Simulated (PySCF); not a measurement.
Compound: C6H12O2Si2.
Geometry (GFN2-xTB, Å), atoms numbered from 1 in this order:
```xyz
22
C6H12O2Si2 angstrom
O     -4.0782   -0.4151   -0.0827
C     -2.8840   -0.4906   -0.0679
C     -1.8367   -0.6993   -1.1374
C     -0.7422   -0.5665   -0.0487
C      0.1818    0.5989   -0.2271
Si    -0.4692    2.3663   -0.1711
C      1.4831    0.3882   -0.4281
O      2.0398   -0.8384   -0.4803
Si     3.5831   -1.3539   -0.4510
C     -1.8433   -0.4026    1.0244
H     -1.8923   -1.6722   -1.6231
H     -1.8269    0.0704   -1.9078
H     -0.1550   -1.4785    0.0739
H     -0.4017    2.8716    1.2056
H      0.3594    3.2077   -1.0353
H     -1.8589    2.4091   -0.6285
H      2.1679    1.2170   -0.5687
H      4.1558   -1.1317    0.8785
H      3.3656   -2.7544   -0.7741
H      4.3873   -0.6362   -1.4424
H     -1.8402    0.5421    1.5652
H     -1.9056   -1.2127    1.7496
```

Definitions: NICS(0) = −σiso at the ring centroid; NICS(1) = −σiso and NICS(1)zz = −σzz at ±1 Å along the ring normal z. Level: GIAO PBE0/pcSseg-1 (PySCF, non-relativistic, gas phase) on the GFN2-xTB geometry, one conformer.

Ring bond lengths (Å), with Mayer bond orders in brackets: C2–C3 1.511 (0.98), C3–C4 1.550 (0.99), C4–C10 1.546 (1.00), C10–C2 1.511 (0.97).

**Question.** Give the NICS values of each ring in ppm.

**Answer.** 
```
        ring                                            type  NICS(0)  NICS(1), two faces  NICS(1)zz, two faces  rms pucker (Å)  centre to ring atoms, mean (Å)
C2–C3–C4–C10  4-membered carbocycle; formal bonds all single      8.8         -0.7 / -0.3           -0.1 / -1.3            0.01                            1.08
```

**Question.** What can be read from them?

**Answer.** 
- C2–C3–C4–C10: mean NICS(1)zz -0.7 ppm, near zero. C3, C4, C10 have four or more neighbours; no verdict on aromaticity is drawn. NICS(0) lies 9 ppm above the mean NICS(1).

**Question.** Give the inner angles of the rings and the Hirshfeld charges of the ring atoms.

**Answer.** 
- C2–C3–C4–C10: C2 92.4° (+0.166 e), C3 88.9° (-0.081 e), C4 89.6° (-0.031 e), C10 89.0° (-0.081 e); sum 359.9° against 360° for a flat convex ring.

**Question.** What are the shieldings of the ring atoms and their hydrogens in the same run (means over atoms taken as equivalent)?

**Answer.** 
| atoms | environment | σ isotropic (ppm) | principal values of the symmetric part, first atom (ppm) |
| --- | --- | --- | --- |
| C2 | ketone carbonyl carbon | -26.8 | -114.6, -69.1, 103.2 |
| C3 (×2) | sp3 carbon next to a carbonyl | 132.0 | 92.4, 144.3, 153.5 |
| C4 | allylic carbon | 166.1 | 139.1, 178.2, 181.0 |
| H11 (×2) | methylene hydrogen | 28.29 | 24.3, 27.1, 33.2 |
| H12 (×2) | methylene hydrogen | 28.89 | 25.7, 28.1, 33.0 |
| H13 | methine hydrogen | 27.69 | 22.3, 28.6, 32.1 |
